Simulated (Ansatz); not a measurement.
`FC[SiH2][GaH2]` + H₂S → `FC[SiH2]S` + `[GaH3]` at 700 K and 1 bar (cleavage of the Si–Ga bond).

Calculated with Ansatz (gas phase, PBE0-D4/def2-TZVP geometries, no zero-point term in ΔE). CCSD(T)/CBS adds triple-zeta CCSD(T) − MP2 to the extrapolated MP2 energy (def2 sets, frozen cores). This one scheme is used for every species. For Ga outer-core shells are correlated without core-valence functions, which leaves a few kJ/mol of doubt a bond. Scalar relativity is left out up to krypton. Each species was taken in one conformer, which may not be the lowest.

```
         species  CCSD(T)/CBS energy (Eh)  H − E (kJ/mol)  S (J/(mol·K))
`FC[SiH2][GaH2]`              -2354.43792           237.0          473.4
             H₂S               -398.97279            64.8          236.9
     `FC[SiH2]S`               -827.71878           217.5          436.3
        `[GaH3]`              -1925.70545            80.8          262.3
```

H − E and S are ideal-gas, rigid-rotor, harmonic terms from PBE0-D4/def2-TZVP, for one conformer and one mirror image of each species. 1 Eh = 2625.50 kJ/mol, R = 8.31446 J/(mol·K).

Problem. By hand: ΔE, ΔH, ΔS and ΔG.

Solution. ΔE = (-827.71878) + (-1925.70545) − (-2354.43792) − (-398.97279) = -0.01352 Eh = -35.5 kJ/mol. Δ(H − E) = 217.5 + 80.8 − 237.0 − 64.8 = -3.5, so ΔH = -39.0 kJ/mol. ΔS = 436.3 + 262.3 − 473.4 − 236.9 = -11.7 J/(mol·K). ΔG = -39.0 − 700 × (-11.7)/1000 = -30.8 kJ/mol.

Problem. By hand: the equilibrium constant, and the temperature at which ΔG would vanish if ΔH and ΔS stayed fixed.

Solution. log₁₀ K = −ΔG/(RT ln 10) = 2.3. ΔG = 0 at ΔH/ΔS = 3333 K, far beyond where these terms or the molecules hold.

The number of gas molecules stays the same, so ΔS is small and ΔH decides. A doubt of 5 kJ/mol in ΔE shifts log₁₀ K by 0.4 here. Other conformers and mirror images would add mixing entropy, several J/(mol·K) or more a flexible species. Modes under 60 cm⁻¹, often nearly free rotors, make the harmonic entropy too high. These are equilibria of isolated gas molecules and say nothing of rates. Largest T1 diagnostic: 0.013 (customary marks: 0.02 for closed shells, 0.045 for open ones).
